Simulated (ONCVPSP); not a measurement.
**strontium (Sr), ONCV: configuration errors across variants**

ONCVPSP 4.0.1 input, shortened (lines: element, Z, core and valence counts, functional; n l f; lmax; l rc ep ncon nbas qcut; lloc lpopt rc5 dvloc0; l nproj debl; icmod fcfact rcfact), PBEsol, scalar-relativistic:

```
  Sr 38.00    6    4  -116133      upf
    1    0    2.00
    2    0    2.00
    2    1    6.00
    3    0    2.00
    3    1    6.00
    3    2   10.00
    4    0    2.00
    4    1    6.00
    5    0    1.75
    5    1    0.25
    2
    0    2.35    0.00    4    7    5.10
    1    2.50    0.00    4    8    5.10
    2    2.35    0.30    4    9    4.50
    4    3    1.95    6.00
    0    2    1.80
    1    2    1.70
    2    1    1.80
    3    1.75    1.15
```

In the d channel the program set the typed energies aside and used 0.050 Ha.

All-electron excitation energies from the reference (eV): (1) 4s2 4p6 5s2 5p0 -0.570; (2) 4s2 4p6 5s1 5p0 5.326; (3) 4s2 4p6 5s0 5p0 16.221; (4) 4s2 4p6 5s1.5 5p0 1.776.

Errors AE − PS in meV (a dash: test not solved or not reliable):

```tsv
change	(1)	(2)	(3)	(4)	bound ghosts	GHOST(+) flags above zero
base	0.0	-0.5	-2.7	-0.2	none	none
d: rc 2.82	0.0	-0.5	-2.7	-0.2	none	none
p: nbas 9	0.0	-0.5	-2.7	-0.2	none	none
p: qcut 5.6	0.0	-0.5	-2.7	-0.2	none	none
```

Task: Give the same row for: all radii but the core radius scaled by about 0.92 (s 2.16, p 2.28, d 2.16 bohr); local potential polynomial inside 1.78 bohr (lpopt 3, dvloc0 6 Ha).

Result: 0.0, -0.5, -2.3, -0.1; bound ghosts: none; GHOST(+) flags above zero: none.
